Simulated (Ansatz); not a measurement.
Cost and result for the atomization energy of CH7AlO2Si (`[OH][AlH][CH2]O[SiH3]`) (12 atoms, 11 bonds).

```xyz
12

O    -1.7317    1.1121   -1.4767
Al   -1.1329    0.7090    0.0653
C     0.8085    1.0426    0.3822
O     1.4052   -0.1642    0.9240
Si    0.9444   -1.5312    0.1697
H    -2.6600    1.0780   -1.7003
H    -2.1239    0.3709    1.2588
H     1.3530    1.3473   -0.5192
H     0.9733    1.8294    1.1245
H     1.1012   -2.6987    1.0640
H    -0.5347   -1.3307   -0.1494
H     1.5975   -1.7644   -1.1430
```

The species carries charge 0 and has multiplicity 1. All single points use the PBE0-D4/def2-TZVP geometry. It is one conformer, not always the lowest. Program: Ansatz. All runs use 4 threads of an AMD EPYC 7B13 on a shared host. Times are those of one run each, without the atoms' runs, and a repeat can differ threefold. Electronic energies, without spin–orbit coupling; frozen cores. CCSD(T)/CBS adds CCSD(T) − MP2 in def2-TZVPP to the MP2 limit, and its time is that of the two runs behind it. T1 = 0.013. B3LYP takes the VWN-RPA correlation (the form of Gaussian; ORCA's B3LYP/G).

CCSD(T)/CBS is a level of theory with its own doubt, some kJ/mol a heavy atom from the limit and from the frozen cores, so smaller differences don't rank the functionals.

```csv
level,functions,wall time,atomization (kJ/mol),difference from CCSD(T)/CBS,per bond
PBE-D4/def2-TZVPP (with forces),275,2.3 s,4166.6,0.7,0.1
PBE0-D4/def2-TZVPP,275,2.9 s,4098.3,-67.6,-6.1
r2SCAN-D4/def2-TZVPP (with forces),275,4.1 s,4154.2,-11.7,-1.1
B3LYP-D4/def2-TZVPP (with forces),275,4.5 s,4134.4,-31.5,-2.9
B2PLYP/def2-TZVPP,275,5.5 s,4096.2,-69.7,-6.3
ωB97X-V/def2-TZVPP,275,7 s,4164.4,-1.5,-0.1
ωB97M-V/def2-TZVPP (with forces),275,9.5 s,4160.4,-5.5,-0.5
MP2/def2-QZVPP,521,29 s,4180.4,14.5,1.3
CCSD(T)/def2-TZVPP,275,2.4 min,4048.5,-117.4,-10.7
CCSD(T)/CBS(def2),–,2.9 min,4165.9,0.0,0.0
```

The D4 term adds +39.9 kJ/mol with B3LYP and +21.1 kJ/mol with PBE0; it sums over pairs of atoms, weighted by their polarisabilities, and B3LYP, whose exchange is more repulsive, gets the larger term. In def2-TZVPP, CCSD(T) changes the Hartree–Fock value by +1040.3 kJ/mol (the triples alone add +55.7 kJ/mol) and MP2 by +1101.6 kJ/mol; breaking electron pairs costs correlation energy, which Hartree–Fock lacks. From PBE to PBE0 (25 % exact exchange), in def2-TZVPP and without D4, the atomization energy moves by −64.5 kJ/mol: exact exchange takes away binding that semilocal exchange gives to molecules.
